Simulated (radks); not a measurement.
Values are calculated unless marked as measured or tabulated.
Question: The magnesium ion Mg2+, [Ne]. Code: a radial shooting solver on a logarithmic mesh with Libxc functionals. Model: non-relativistic Kohn-Sham, r2SCAN, spin-polarised, spherical densities, point nucleus; meta-GGA in the generalised Kohn-Sham scheme. Every spin shell is full or empty, so the densities are truly spherical. Functionals are evaluated on that one density, not self-consistently. Rank these exchange functionals by their error against the exact value of the orbitals, and give that value: LDA, PBE, revPBE, RPBE, PW91, PW86, OPTX, AM05, APBE, revTPSS, SCAN, r2SCAN, MS2, Tao-Mo, MVS.

Answer: Exact: -15.6591 hartree. From best to worst, with 100 (|E| - |E exact|)/|E exact| (equal figures are ties): OPTX +0.02, revPBE -0.04, Tao-Mo +0.06, MVS -0.06, RPBE +0.12, r2SCAN +0.17, PW91 -0.18, revTPSS -0.24, MS2 +0.25, SCAN +0.36, PBE -0.59, PW86 +0.59, APBE +0.62, AM05 -7.43, LDA -8.70.
